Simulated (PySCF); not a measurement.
**Radial density of B²⁺ (boron, charge +2)**

LDA, [He] 2s1, 2S determinant. All numbers are calculated (PySCF 2.14, the non-relativistic Hamiltonian (point nucleus), in pcseg-2).

| r (bohr) | 4πr²ρ (e/bohr) | 4πr²(ρα − ρβ) |
| --- | --- | --- |
| 0.00646 | 0.03504 | 0.0011 |
| 0.0109 | 0.09528 | 0.0029 |
| 0.0183 | 0.2493 | 0.0074 |
| 0.0308 | 0.6237 | 0.0185 |
| 0.0517 | 1.430 | 0.0419 |
| 0.0870 | 2.855 | 0.0812 |
| 0.146 | 4.513 | 0.1187 |
| 0.246 | 4.890 | 0.0978 |
| 0.414 | 2.876 | 0.0072 |
| 0.697 | 0.8036 | 0.1451 |
| 1.17 | 0.6538 | 0.6217 |
| 1.97 | 0.4578 | 0.4576 |
| 3.31 | 0.04164 | 0.0416 |
| 5.58 | 8.368e-05 | 0.0001 |
